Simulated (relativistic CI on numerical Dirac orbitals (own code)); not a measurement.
## What each ingredient does to the levels of V12+

Base calculation: Dirac-Coulomb-Breit CI, KLI orbitals optimised for each configuration, model QED, unscaled Slater integrals.

Configuration list (outside the closed core [Ne]): 3s, 3p, 3d, 4s, 4p, 4d, 4f, 5s, 5p, 5d, 5f, 5g, 6s, 6p, 6d, 7s, 7p. Levels of other configurations are missing.

Variants: (1) valence Slater integrals scaled by 0.9; (2) QED terms removed; (3) non-relativistic limit. Shifts of the energy above 3s ²S1/2, in cm⁻¹, for the lowest level and the first level of each name with at least 55 % of one term (blank where a level changes its place among those of its configuration and J or its character, or is not in the variant):

```tsv
Level	Base	Δ(1)	Δ(2)	Δ(3)
3s ²S1/2	0	0	0	0
3p ²P°1/2	225979	0	+428	-3336
3p ²P°3/2	236926	0	+402	-14283
3d ²D3/2	545588	0	+415	-14791
3d ²D5/2	546757	0	+408	-15960
4s ²S1/2	1297452	0	+240	-9238
4p ²P°1/2	1385774	0	+406	-10399
4p ²P°3/2	1389974	0	+396	-14599
4d ²D3/2	1502383	0	+401	-14808
4d ²D5/2	1502932	0	+398	-15357
4f ²F°5/2	1545311	0	+392	-14970
4f ²F°7/2	1545520	0	+391	-15178
5s ²S1/2	1842134	0	+318	-12305
5p ²P°1/2	1885346	0	+398	-12824
5p ²P°3/2	1887403	0	+393	-14881
5d ²D3/2	1941408	0	+395	-14974
5d ²D5/2	1941705	0	+394	-15271
5f ²F°5/2	1963292	0	+391	-15093
5f ²F°7/2	1963397	0	+391	-15198
5g ²G7/2	1964951	0	+390	-15179
5g ²G9/2	1965018	0	+390	-15246
6s ²S1/2	2122371	0	+351	-13608
```

At this charge energies of transitions that change n are usually good to better than 1 %, and those within a shell (Δn = 0) to a few per cent.

Ionisation energy from the two ground configurations alone: base 335.615 eV. The NIST ASD value (semi-empirical) is 336.274 eV.
